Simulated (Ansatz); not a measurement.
Consider the formal exchange of groups at the Si–Cl bond: `C#C[SiH](F)Cl` + propane → `C#C[SiH2]F` + `CCCCl`.

Isolated molecules relaxed with PBE0-D4/def2-TZVP in Ansatz; ΔE leaves out vibrations. CCSD(T)/CBS adds triple-zeta CCSD(T) − MP2 to the extrapolated MP2 energy (def2 sets, frozen cores). This one scheme is used for every species. DFT in def2-TZVPP. B3LYP here is the variant with VWN-RPA as its local correlation; programs differ in this. HSE06 is defined as in plane-wave codes. One conformer a species, not always the lowest.

`C#C[SiH](F)Cl`:

Cartesian coordinates in Å:
```
C -1.113 -1.555 -0.558
C -0.468 -0.600 -0.207
Si 0.500 0.814 0.368
F -0.209 2.149 -0.110
Cl 2.357 0.746 -0.453
H -1.683 -2.400 -0.874
H 0.617 0.845 1.834
```

`CCC`:

Cartesian coordinates in Å:
```
C 1.112 0.589 -0.262
C -0.268 0.425 0.353
C -0.913 -0.904 0.000
H 1.064 0.533 -1.353
H 1.789 -0.200 0.077
H 1.560 1.550 0.003
H -0.196 0.519 1.442
H -0.915 1.245 0.023
H -1.904 -1.005 0.450
H -0.302 -1.742 0.349
H -1.027 -1.010 -1.083
```

`C#C[SiH2]F`:

```xyz
7

C     0.145   -0.346    1.929
C     0.055   -0.131    0.746
Si   -0.062    0.152   -1.045
F    -0.739    1.573   -1.308
H     0.223   -0.532    2.976
H     1.293    0.169   -1.637
H    -0.915   -0.887   -1.661
```

`CCCCl`:

```xyz
11

C     0.489    0.715    0.969
C    -0.516    0.357   -0.110
C    -0.246   -0.968   -0.786
Cl    1.293   -0.960   -1.700
H     1.495    0.799    0.553
H     0.236    1.667    1.437
H     0.513   -0.048    1.752
H    -0.555    1.142   -0.871
H    -1.521    0.291    0.323
H    -1.023   -1.216   -1.507
H    -0.165   -1.779   -0.061
```

| level | ΔE (kJ/mol) | difference from CCSD(T)/CBS |
| --- | --- | --- |
| LDA (SPW92) | 154.7 | -4.8 |
| PBE-D4 | 155.9 | -3.6 |
| revPBE-D4 | 154.9 | -4.6 |
| BLYP-D4 | 154.4 | -5.1 |
| r2SCAN-D4 | 163.8 | 4.3 |
| B97M-V | 168.1 | 8.6 |
| B3LYP-D4 | 158.1 | -1.4 |
| r2SCANh-D4 | 164.3 | 4.8 |
| r2SCAN0-D4 | 165.0 | 5.5 |
| HSE06-D4 | 159.6 | 0.1 |
| ωB97X-V | 157.1 | -2.4 |
| ωB97M-V | 160.8 | 1.3 |
| B2PLYP | 160.2 | 0.7 |
| PBE-QIDH | 162.9 | 3.4 |
| PBE | 155.9 | -3.6 |
| revPBE | 156.2 | -3.3 |
| BLYP | 154.6 | -4.9 |
| r2SCAN | 163.8 | 4.3 |
| PBE0 | 159.5 | 0.0 |
| B3LYP | 157.9 | -1.6 |
| r2SCANh | 164.3 | 4.8 |
| r2SCAN0 | 165.0 | 5.5 |
| BHLYP | 161.3 | 1.8 |
| CAM-B3LYP | 158.7 | -0.8 |
| LC-ωPBE | 161.3 | 1.8 |
| RPA@PBE/def2-TZVPP | 150.2 | -9.3 |
| HF/def2-SVP | 161.0 | 1.5 |
| MP2/def2-SVP | 161.4 | 1.9 |
| CCSD/def2-SVP | 156.6 | -2.9 |
| CCSD(T)/def2-SVP | 155.3 | -4.2 |
| HF/def2-TZVPP | 161.2 | 1.7 |
| MP2/def2-TZVPP | 163.6 | 4.1 |
| SCS-MP2/def2-TZVPP | 159.2 | -0.3 |
| CCSD(T)/def2-TZVPP | 158.3 | -1.2 |
| HF/def2-QZVPP | 161.4 | 1.9 |
| MP2/def2-QZVPP | 164.3 | 4.8 |
| SCS-MP2/def2-QZVPP | 160.2 | 0.7 |
| HF/CBS(def2) | 161.5 | 2.0 |
| MP2/CBS(def2) | 164.7 | 5.2 |
| CCSD/CBS(def2) | 160.5 | 1.0 |
| CCSD(T)/CBS | 159.5 | 0 |

Largest T1 diagnostic among the species: 0.012.

Leaving LDA and LC-ωPBE aside and taking each functional with its dispersion term where it has one, the values spread over 13.8 kJ/mol, from BLYP-D4 to B97M-V. From PBE to PBE0 (25 % exact exchange), in def2-TZVPP and without D4, ΔE moves by +3.6 kJ/mol.
